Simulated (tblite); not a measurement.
C₅H₁₃NO₂SSi.
Cartesian coordinates in Å at the GFN2-xTB level; atoms count from 1:
```
atom  x, y, z in Å
O1    -3.206   -1.199    0.799
S2    -2.373   -0.222    0.152
O3    -3.018    0.780   -0.652
C4    -1.132   -1.075   -0.864
C5    -0.165   -0.027   -1.373
C6     0.614    0.671   -0.242
N7     1.455   -0.224    0.512
Si8    3.009   -0.744   -0.010
C9    -0.327    1.466    0.678
C10   -1.344    0.603    1.400
H11   -0.665   -1.824   -0.231
H12   -1.667   -1.565   -1.673
H13    0.553   -0.484   -2.059
H14   -0.737    0.724   -1.921
H15    1.290    1.392   -0.717
H16    0.923   -0.860    1.086
H17    3.014   -1.609   -1.201
H18    3.748    0.480   -0.318
H19    3.534   -1.477    1.138
H20   -0.872    2.193    0.074
H21    0.278    2.008    1.409
H22   -0.902   -0.181    2.008
H23   -2.012    1.200    2.015
```

Method: GFN2-xTB as coded in tblite; computed harmonic values from a numerical Hessian at the method's own geometry, unscaled. Errors from tens to a few hundred cm⁻¹ against measured bands are possible. Modes of hydrogen on silicon can be 10 to 20 % off. One conformer, not necessarily the lowest.

Harmonic wavenumbers (cm⁻¹): 39.9, 64.4, 110.5, 149.6, 175.9, 203.2, 257.1, 312.3, 322.0, 349.9, 387.4, 392.6, 427.8, 475.4, 491.3, 570.1, 597.4, 621.7, 648.0, 695.3, 743.5, 796.9, 809.9, 820.0, 842.5, 861.4, 893.6, 904.5, 969.2, 974.2, 1054.7, 1066.6, 1078.7, 1113.0, 1127.2, 1144.5, 1158.1, 1201.4, 1239.8, 1241.5, 1255.6, 1268.6, 1291.7, 1338.7, 1348.3, 1389.6, 1430.3, 1438.7, 1453.5, 1466.9, 2169.9, 2267.1, 2289.7, 2924.9, 2969.3, 2972.9, 2992.0, 2995.8, 3019.4, 3020.5, 3022.1, 3025.1, 3457.3.

A = 2219, B = 549.1, C = 533.9 MHz; mass 179.044 u (most abundant isotopes); point group C1, symmetry number 1.

**Question.** What is the zero-point energy?

**Answer.** Half the sum of the wavenumbers: 39070 cm⁻¹ = 467.39 kJ/mol.

**Question.** What is S at 298.15 K and 1 bar for an ideal gas of classical rigid rotors and harmonic oscillators?

**Answer.** Translation 173.55, rotation 127.95, vibration 143.37: S = 444.9 J/(mol K).

**Question.** And Cp and H(298.15 K) − H(0)?

**Answer.** Cp = 197.74 J/(mol K), of which vibrations give 164.48 (their classical limit is 63 R = 523.8); H(298.15 K) − H(0) = 33.27 kJ/mol without the zero-point energy, 23.35 from vibrations.

**Question.** Blend soft modes into free rotors: weight 1/[1 + (100 cm⁻¹/ν̃)⁴] for the oscillator and the rest for a rotor with moment μB/(μ + B), μ = h/(8π²ν), B = 10⁻⁴⁴ kg m². What vibrational entropy results?

**Answer.** 132.69 J/(mol K) in place of 143.37, which changes −T·S at 298.15 K by +3.18 kJ/mol.

**Question.** What must be added to the electronic energy to get the Gibbs energy at 298.15 K and 1 bar?

**Answer.** ZPE + [H(298.15 K) − H(0)] − T·S = 467.39 + 33.27 − 132.64 = 368.02 kJ/mol.

**Question.** Which modes carry the vibrational entropy at 298.15 K?

**Answer.** 39.9 cm⁻¹: 22.02; 64.4 cm⁻¹: 18.06; 110.5 cm⁻¹: 13.64; 149.6 cm⁻¹: 11.20; 175.9 cm⁻¹: 9.92; 203.2 cm⁻¹: 8.80 J/(mol K); the other 57 give 59.71 together.

**Question.** How do the functions run with temperature in this model?

**Answer.** 
```tsv
T (K)	S (J/(mol K))	Cp (J/(mol K))	H − H(0) (kJ/mol)	G − H(0) (kJ/mol)	ln q(vib)
50	256.7	55.7	2.13	-10.70	0.62
100	303.5	82.8	5.59	-24.76	1.89
373.15	493.8	239.4	49.69	-134.58	10.22
500	572.4	298.3	83.95	-202.27	14.32
750	709.7	377.4	169.26	-363.03	22.26
1000	825.6	427.3	270.29	-555.34	29.69
```

q(vib) and H(0) count from the zero-point level.

Hindered rotation and anharmonicity are outside this model. Other conformers, if any are populated, would add a mixing term that is left out. The structure is chiral; the term R ln 2 for an equal mix with its mirror image is left out.

Hardware: an Intel Xeon 6975P-C with one thread, no GPU, shared host with 192 logical CPUs at a one-minute load of 36. Cost: 1.0 s wall. The figure is for the frequency step alone.
